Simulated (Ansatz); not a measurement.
A made-up structure of H2SeS, singlet:

S1  (-0.615, 0.610, -0.833)
Se2  (-0.278, -0.979, 0.636)
H3  (1.101, -1.391, 0.178)
H4  (-0.101, 1.629, -0.094)
(Å)

It is relaxed with PBE-D4/def2-SVP and then PBE0-D4/def2-TZVP (Ansatz 0.2.0). Atoms count as bonded within 1.22 times the sum of their covalent radii (H–H: 0.88 Å). The end point is not checked to be a true minimum.

Problem. Does its bonding change? (Judge from chemistry; the calculation decides.)

Solution. The calculation gives: No: no bond forms or breaks.

Where it ends: The first stage lowers the energy by 0.01 eV in 5 steps. It ends as H₂SeS ([SH][SeH]):
S1  (-0.604, 0.608, -0.824)
Se2  (-0.269, -0.991, 0.635)
H3  (1.080, -1.371, 0.177)
H4  (-0.100, 1.624, -0.100)
(Å)

Labels in which every atom is bracketed show which atoms are joined, not bond orders.

For scale, one of the runs: PBE0-D4/def2-TZVP relaxation, 97 basis functions, launched by `ansatz run in.yaml --threads 2 --pin off --events-out ev --progress --plain --max-ram 4352MiB`. The run took about 6.5 s on 2 CPU threads of an Intel Xeon 6975P-C (shared host).
